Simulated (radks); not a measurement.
Values are calculated unless marked as measured or tabulated.
Q: These are the eigenvalues of the occupied orbitals of an atom or ion with whole-number occupations (eV). Code: a radial shooting solver on a logarithmic mesh with Libxc functionals. Model: scalar-relativistic Kohn-Sham, r2SCAN, spin-unpolarised, spherical densities, finite nucleus; meta-GGA in the generalised Kohn-Sham scheme; Fermi nuclear charge, rms radius of each element as measured or else 0.836 A^(1/3) + 0.57 fm.

orbital  eigenvalue
1s        -37361.15
2s        -5957.814
2p        -5343.491
3s        -1296.424
3p        -1098.280
3d        -810.8432
4s        -288.9521
4p        -224.6137
4d        -130.7959
5s         -71.0247
5p         -54.3147

Which element is it, and in what charge state? The configuration may be excited.

A: Z = 56, barium, charge +4: Ba4+ in [Kr] 4d10 5s2 5p4. The list shows which subshells hold electrons but not how many an open one holds; the 1s level, -1373 hartree, gives Z - s = 52.4 by -(Z - s)^2/2, which with screening and relativity narrows Z to a few neighbours, and the depths of the outer levels then fix element, charge and occupations together.
